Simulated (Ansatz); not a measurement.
`CO[Si](O)(F)F` → F• + `CO[Si](O)F`•  (homolysis of the F–Si bond)

Computed with Ansatz on PBE0-D4/def2-TZVP structures; ΔE is electronic, products minus reactants. CBS: MP2 limit from def2 TZ/QZ plus the TZ coupled-cluster correction, frozen cores. This one scheme is used for every species, atoms too. DFT in def2-TZVPP. Open shells (•) are unrestricted, without spin–orbit coupling. Spin–orbit coupling would lower the free atoms: a little for F. One conformer a species, not always the lowest.

**Question.** What is ΔE at CCSD(T)/CBS? (An estimate is asked.)

**Answer.** Computed: +706.6 kJ/mol.

**Question.** What do these levels give: BLYP-D4, CAM-B3LYP-D4, ωB97M-V, CAM-B3LYP, CCSD(T)/def2-SVP, SCS-MP2/def2-TZVPP? (Best estimate.)

**Answer.** Computed: BLYP-D4 673.1, CAM-B3LYP-D4 693.0, ωB97M-V 700.8, CAM-B3LYP 690.1, CCSD(T)/def2-SVP 652.9, SCS-MP2/def2-TZVPP 703.9 kJ/mol.

**Question.** What do rigid-rotor, harmonic-oscillator terms from PBE0-D4/def2-TZVP frequencies (298.15 K, 1 bar) make of the CCSD(T)/CBS value? (Estimate.)

**Answer.** Ansatz gave: ΔZPE = -11.2 kJ/mol, ΔH = +699.7 kJ/mol, ΔS = 150 J/(mol·K), ΔG = +654.9 kJ/mol. Open shells count their whole term as degenerate.

Largest T1 diagnostic among the species: 0.014.

Leaving LDA and LC-ωPBE aside and taking each functional with its dispersion term where it has one, the values, not all of them listed here, spread over 43.7 kJ/mol, from revPBE-D4 to ωB97M-V. LDA lies +96.1 kJ/mol from PBE without D4, its usual overbinding. The D4 term adds +5.4 kJ/mol with B3LYP and +2.9 kJ/mol with PBE0; it sums over pairs of atoms, weighted by their polarisabilities, and B3LYP, whose exchange is more repulsive, gets the larger term. In def2-TZVPP, CCSD(T) changes the Hartree–Fock value by +143.5 kJ/mol (the triples alone add +6.9 kJ/mol) and MP2 by +171.7 kJ/mol; breaking electron pairs costs correlation energy, which Hartree–Fock lacks.

B3LYP here is the variant with VWN-RPA as its local correlation; programs differ in this.
